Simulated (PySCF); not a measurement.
Simulated absorption spectrum

Species: C3H11FSSi2.
SMILES: `CS[C@@](F)([SiH3])C[SiH3]`

Level of theory: PySCF 2.14.0, density-fitted response routines, TDDFT B3LYP/def2-SVPD, vertical, gas phase, core orbitals frozen in the response. One conformer (not necessarily the lowest) at the GFN2-xTB geometry, without solvent, vibrations or thermal averaging. Torsions of this conformer, `[CH3:1][S:2][C@@:3]([F:4])([SiH3:5])[CH2:6][SiH3:7]`: C1–S2–C3–F4 -54°, S2–C3–C6–Si7 65°.

Each state is given a Gaussian of 0.25 eV full width at half maximum, with ε(max) = 2.175×10⁸ f / Δν̃ (Δν̃ the width in cm⁻¹). The cross-section is σ = 3.8235×10⁻²¹ ε cm², given in Mb (10⁻¹⁸ cm²). The width is an assumption, not a result. The curve ends short of the highest state used, and states not computed would add to its high-energy end.

```csv
E (eV),σ (Mb)
4.88,0.01
4.92,0.02
4.95,0.05
4.98,0.11
5.01,0.23
5.04,0.43
5.08,0.87
5.11,1.35
5.14,1.93
5.17,2.54
5.20,3.09
5.23,3.48
5.27,3.59
5.30,3.36
5.33,2.91
5.36,2.37
5.39,1.85
5.43,1.38
5.46,1.28
5.49,1.43
5.52,1.78
5.55,2.27
5.59,2.93
5.62,3.29
5.65,3.43
5.68,3.33
5.71,3.02
5.75,2.52
5.78,2.28
5.81,2.36
5.84,2.89
5.87,3.95
5.90,5.49
5.94,8.01
5.97,9.86
6.00,11.27
6.03,11.95
6.06,11.76
6.10,10.30
6.13,8.62
6.16,6.80
6.19,5.12
6.22,3.75
6.26,2.52
```

Q: Locate the maxima and give the states behind the curve.

A: 236 nm (5.26 eV), ε about 940, made up of S1 (100%); 219 nm (5.65 eV), ε about 900, made up of S2 (99%); 205 nm (6.04 eV), ε about 3100, made up of S3 (96%) (ε in L mol⁻¹ cm⁻¹; maxima over ε = 5, shares over 10%). The states used: S1 5.26 eV (f 0.0087); S2 5.65 eV (f 0.0083); S3 6.03 eV (f 0.028); S4 6.15 eV (f 0.0015); S5 6.26 eV (f 0.0019); S6 6.54 eV (f 0.016); S7 6.76 eV (f 0.0070); S8 6.86 eV (f 0.044).

Q: Coming from long wavelengths, where does ε first pass 100 L mol⁻¹ cm⁻¹?

A: At about 246 nm (5.03 eV), 0.22 eV below S1.

Q: On this curve, what absorbance would a 10⁻⁴ mol/L sample give at 248 nm over a 1 cm path?

A: 248 nm is 4.999 eV, where ε is about 48 L mol⁻¹ cm⁻¹, so A = ε c l ≈ 0.0048 (Beer–Lambert, with the gas-phase spectrum and the assumed width).

Q: What would ε be at 6.04 eV, the highest of these maxima, with half the width (0.125 eV)?

A: About 6030 L mol⁻¹ cm⁻¹ against 3130, a factor of about 1.9; a lone state at its own centre would give exactly 2.
